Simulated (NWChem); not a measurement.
# C2H5Ga; SMILES C=[CH][GaH2]

```xyz
8

Ga    -0.0366    -0.7577     0.0000
H     -1.5861    -1.0308     0.0000
H      1.0003    -1.9383     0.0000
C      0.5335     1.1094     0.0000
C     -0.3667     2.1050     0.0000
H      1.5961     1.3864     0.0000
H     -0.0778     3.1643     0.0000
H     -1.4463     1.9092     0.0000
```
Atoms are numbered in this order, from 1.

All runs use the structure optimised with PBE0/def2-SVP.

Task: Give the principal values of the shielding tensors (ppm) of Ga1, C4, C5 from B3LYP/6-311G** (spherical d), GIAO (NWChem), with their diamagnetic and paramagnetic parts as GIAO splits them.

Result: 
```tsv
atom	σ11	σ22	σ33	isotropic	diamagnetic	paramagnetic
Ga1	1013.1	1071.0	1371.8	1152.0	2639.0	-1487.1
C4	-99.3	7.9	173.9	27.5	252.4	-224.9
C5	-89.3	36.6	151.7	33.0	254.1	-221.1
```
